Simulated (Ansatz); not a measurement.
System: LiH (charge -1, doublet). 
Geometry from a B3LYP-D3(BJ)/def2-TZVP (Ansatz, a program for electronic structure) optimisation:
SMILES: [LiH-]
```xyz
2

Li     0.0000     0.0000    -0.4240
H      0.0000     0.0000     1.2720
```
Charge -1, spin multiplicity 2.

Basis-set convergence of Hartree-Fock and CCSD(T) correlation energies (hartree) with Ansatz. Correlated levels leave the core frozen unless marked. Open shells are spin-unrestricted. Spin-orbit coupling is left out. No relativistic terms.

| basis | functions | E(HF) | E(corr, CCSD(T)) |
|---|---|---|---|
| def2-SVPD | 20 | -7.98459 | -0.03430 |
| def2-TZVPPD | 39 | -7.98970 | -0.03789 |
| def2-QZVPPD | 68 | -7.99374 | -0.03879 |

Extrapolating the two largest sets (X = 3 and 4) as X^-3: E(corr) = (64·(-0.03879) - 27·(-0.03789))/37 = -0.0394 Eh, an estimate of the basis-set limit. The largest set recovers 98.3 % of it, the smallest 87.0 %.
